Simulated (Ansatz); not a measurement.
An input meant for the cluster SiAu2 (charge 0, singlet).

```yaml
crystal:
  periodic: [false, false, false]
  atoms:
    - {symbol: Au, position_ang: [-0.965046, 0.910403, -1.122509]}
    - {symbol: Au, position_ang: [0.155872, -0.517960, 1.651548]}
    - {symbol: Si, position_ang: [0.809184, -0.392443, -0.529039]}
basis:
  gaussian: {orbitals: def2-SVP}
magnetization: {spin_polarized: true, initial_magnetization: 3}
hamiltonian: {xc: {name: B97M-V}}
scf: {omitted_lower_state_checks: [starts]}
output: {forces: true}
```

```sh
$ ansatz run in.yaml --threads 4 --pin off --events-out ev --progress --plain --max-ram 3916MiB
```

Predict how Ansatz answers.

The input was rejected before any iteration. The number of unpaired electrons doesn't fit the electron count.
```
Error: a molecule whose nuclei and cores have a total charge of 52 cannot have a net charge of 0 together with 3 unpaired electrons
```
